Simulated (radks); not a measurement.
Values are calculated unless marked as measured or tabulated.
Polarisability of neutral palladium, [Kr] 4d10, at imaginary frequency. Code: a radial shooting solver on a logarithmic mesh with Libxc functionals. Model: scalar-relativistic Kohn-Sham, LB94 model potential, spin-polarised, spherical densities, finite nucleus; Fermi nuclear charge, rms radius 4.5318 fm. Response by self-consistent Sternheimer equations with the Hartree and adiabatic LDA kernel, the relativistic mass of each level held fixed and spin-orbit coupling left out.

w (hartree),alpha1(iw) (bohr^3),alpha2(iw) (bohr^5)
0.00266,20.93,275.6
0.0143,20.89,266.5
0.0360,20.66,228.4
0.0697,19.95,168.7
0.118,18.46,121.7
0.186,16.14,93.17
0.280,13.34,73.74
0.413,10.53,57.41
0.605,7.936,42.47
0.892,5.635,29.17
1.35,3.664,18.18
2.12,2.085,9.938
3.59,0.9667,4.470
6.94,0.3317,1.449
17.5,0.07298,0.2553

Static values: alpha1 = 20.94 bohr^3 (3.102 angstrom^3; uncoupled 35.01), alpha2 = 275.9 bohr^5, alpha3 = 2060 bohr^7. C6 = 149.0, C8 = 5046, triple-dipole C9 = 2039 atomic units. One-pole (London) frequency 4 C6 / (3 alpha1^2) = 0.453 hartree, against 0.357 for minus the highest occupied eigenvalue. Recommended static value: 26.14 bohr^3 (Schwerdtfeger and Nagle, 2023 table).
